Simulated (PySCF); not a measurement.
## SnS and its ions

r²SCAN; PySCF, scalar-relativistic core potentials, basis sets Sn def2-SVPD with ECP28, S def2-SVPD. Neutral (UKS): singlet (closed shell), Re = 2.239 Å, ωe = 481 cm⁻¹, De = 5.02 eV, HOMO -6.63 eV, LUMO -3.19 eV.

SnS⁻ (UKS): doublet (π ↑), Re = 2.347 Å, ωe = 396 cm⁻¹, De = 3.75 eV to Sn + S⁻. The energies at the minima are -612.46488 hartree for SnS and -612.49820 for SnS⁻.

(1) Work out the adiabatic electron affinity, without and with harmonic zero-point energies (1 hartree = 27.2114 eV, 1 eV = 8065.5 cm⁻¹), and the change of the bond length.

Spin–orbit coupling is left out, which matters for elements this heavy, above all for dissociation energies. For an ion De counts to the pair picked by the measured ionisation energies or electron affinities, which need not be the lowest pair at this level. The highest Kohn–Sham level is positive in this anion. Much of that is self-interaction error, but it also means that the finite basis helps to hold the extra electron. States were picked by a PBE0 search and need not be the measured ground states.

## Answers

(1) At r²SCAN: 0.03332 hartree = 0.907 eV between the minima; the zero-point term (481.0 − 396.0)/2 cm⁻¹ = +0.005 eV makes it 0.912 eV. Re changes by +10.8 pm against the neutral. The electron enters a π orbital; in so polar a molecule the change of length follows mostly from the change of the ionic charges.
